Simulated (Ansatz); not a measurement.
B₁₃P₁₃H₃₀, a nanocrystal cut from zinc blende BP (hydrogen-capped). Charge 0, multiplicity 1. Geometry r2SCAN-D4/def2-SVP.

Cartesian coordinates in Å:
```
B 1.829 0.319 1.679
B -0.736 2.071 2.588
B 1.752 3.555 1.166
B 1.518 1.466 -1.347
B -1.044 3.206 -0.407
B -0.655 -1.175 3.118
B 1.912 -2.911 2.221
B 1.598 -1.742 -0.824
B -0.884 -3.216 0.641
B -0.971 -0.008 0.097
B -1.278 1.119 -2.940
B -1.199 -2.056 -2.422
B 1.285 -0.601 -3.880
P 1.214 2.066 2.317
P 1.294 -1.162 2.844
P -1.214 0.580 3.742
P 1.021 0.009 -0.102
P -1.512 1.740 0.814
P 0.918 3.155 -0.559
P 0.685 1.080 -3.078
P -1.819 2.810 -2.146
P -1.433 -1.462 1.336
P 1.074 -3.121 0.465
P 0.761 -1.967 -2.581
P -1.664 -3.431 -1.128
P -1.743 -0.318 -1.684
H 3.037 0.327 1.541
H -1.141 3.127 3.031
H 2.961 3.525 1.031
H 1.290 4.592 1.606
H 2.729 1.461 -1.456
H -1.449 4.262 0.033
H -1.012 -2.054 3.876
H 3.120 -2.867 2.073
H 1.498 -3.776 2.971
H 2.807 -1.715 -0.938
H -1.241 -4.096 1.397
H -1.822 0.933 -4.009
H -1.744 -2.245 -3.491
H 2.499 -0.584 -3.959
H 0.685 -0.786 -4.923
H 1.768 2.277 3.611
H 1.848 -0.924 4.133
H -0.696 0.806 5.044
H -2.607 0.593 4.031
H -2.933 1.724 0.955
H 1.246 4.200 -1.468
H 1.015 2.143 -3.965
H -1.528 3.869 -3.046
H -3.237 2.916 -2.102
H -2.854 -1.472 1.476
H 1.460 -4.383 -0.068
H 1.149 -3.240 -3.087
H -1.315 -4.705 -1.647
H -3.076 -3.585 -1.041
H -3.164 -0.330 -1.540
```

Single mean-field runs in def2-SVP are fitted with def2-universal-jkfit.

(1) Estimate the orbital energies around the gap (eV) in Ansatz with PBE-D4/def2-SVP, r2SCAN-D4/def2-SVP, PBE0-D4/def2-SVP.

Results:

(1) 
```csv
orbital,PBE-D4/def2-SVP,r2SCAN-D4/def2-SVP,PBE0-D4/def2-SVP
HOMO−9,-6.77,-7.08,-7.96
HOMO−8,-6.74,-7.05,-7.94
HOMO−7,-6.62,-6.90,-7.77
HOMO−6,-6.62,-6.90,-7.77
HOMO−5,-6.37,-6.65,-7.52
HOMO−4,-6.37,-6.65,-7.52
HOMO−3,-6.28,-6.53,-7.36
HOMO−2,-6.23,-6.49,-7.34
HOMO−1,-5.85,-6.09,-6.90
HOMO,-5.85,-6.09,-6.90
LUMO,-1.58,-1.41,-0.81
LUMO+1,-1.41,-1.25,-0.63
LUMO+2,-1.41,-1.25,-0.63
LUMO+3,-1.22,-1.00,-0.42
LUMO+4,-0.76,-0.52,0.04
LUMO+5,-0.76,-0.52,0.04
```
